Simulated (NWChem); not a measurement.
# iminoborane (BNH$_{2}$); SMILES B=N

```xyz
4

B      0.0001     0.6867     0.0000
N      0.0002    -0.5459     0.0000
H     -0.0002     1.8583     0.0000
H      0.0032    -1.5374     0.0000
```
Atoms are numbered in this order, from 1.

Program: NWChem. Geometry: optimised at PBE0-D3(BJ)/def2-TZVP. GIAO values for the isolated, static molecule; σ is the absolute isotropic shielding.

```json
[
 {"level": "PBE0/cc-pVDZ", "basis functions": "38", "σ B1 (ppm)": "118.7", "σ N2 (ppm)": "177.2", "σ H3 (ppm)": "29.71", "σ H4 (ppm)": "30.16", "relative time": "1"},
 {"level": "PBE0/cc-pVTZ", "basis functions": "88", "σ B1 (ppm)": "110.0", "σ N2 (ppm)": "163.7", "σ H3 (ppm)": "29.77", "σ H4 (ppm)": "30.23", "relative time": "6"},
 {"level": "PBE0/pcSseg-1", "basis functions": "44", "σ B1 (ppm)": "105.9", "σ N2 (ppm)": "159.4", "σ H3 (ppm)": "29.79", "σ H4 (ppm)": "30.10", "relative time": "1"},
 {"level": "PBE0/pcSseg-2", "basis functions": "100", "σ B1 (ppm)": "104.4", "σ N2 (ppm)": "158.3", "σ H3 (ppm)": "29.72", "σ H4 (ppm)": "30.21", "relative time": "10"}
]
```

The last column is a rough cost ratio, cheapest run = 1.
